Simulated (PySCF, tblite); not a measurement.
Isomers of C5H13OPSi2. Computed with GFN2-xTB (tblite): harmonic, unscaled wavenumbers at the GFN2-xTB geometry, gas phase. The method is semi-empirical: single wavenumbers can be off by several per cent or more. Modes of hydrogen on phosphorus and silicon can be 10 to 20 % off. One conformer each.

Electronic energies: PBE0/pcSseg-1 single points on the GFN2-xTB geometries (PySCF, gas phase).

| SMILES | electronic energy, lowest = 0 (kcal/mol) |
| --- | --- |
| O=C/C=C/[Si@@H](P)CC[SiH3] | 13.7 |
| O=C/C=C\[Si@H](P)CC[SiH3] | 15.0 |
| C#C[C@@H](C)[Si@H](OC)[SiH2]P | 24.7 |
| C=C(C[SiH3])[Si@@]1(P)CCO1 | 0.0 |

Q: How do GFN2-xTB zero-point energies change the relative energies?

A: 
```tsv
SMILES	ZPE (kcal/mol)	of it from modes above 1550 cm⁻¹	electronic (kcal/mol)	with ZPE, lowest = 0 (kcal/mol)	lowest mode (cm⁻¹)	rings
C=C(C[SiH3])[Si@@]1(P)CCO1	100.6	53.3	0.0	0.0	7i	1
O=C/C=C/[Si@@H](P)CC[SiH3]	97.3	53.7	13.7	10.4	25	0
O=C/C=C\[Si@H](P)CC[SiH3]	97.4	53.8	15.0	11.8	28	0
C#C[C@@H](C)[Si@H](OC)[SiH2]P	98.8	54.0	24.7	23.0	10	0
```

The zero-point energies span 3.3 kcal/mol, from `O=C/C=C/[Si@@H](P)CC[SiH3]` to `C=C(C[SiH3])[Si@@]1(P)CCO1`. Slightly imaginary modes are left out of the zero-point energy: `C=C(C[SiH3])[Si@@]1(P)CCO1` 7.1i cm⁻¹. The order is unchanged.

Q: And how do the electronic energies of GFN2-xTB itself compare?

A: `C=C(C[SiH3])[Si@@]1(P)CCO1` 0.0; `O=C/C=C/[Si@@H](P)CC[SiH3]` 30.9; `O=C/C=C\[Si@H](P)CC[SiH3]` 31.0; `C#C[C@@H](C)[Si@H](OC)[SiH2]P` 12.8 kcal/mol, lowest = 0. Against the energies above, taken from the same isomer `C=C(C[SiH3])[Si@@]1(P)CCO1`, the largest difference is 17.2 kcal/mol.
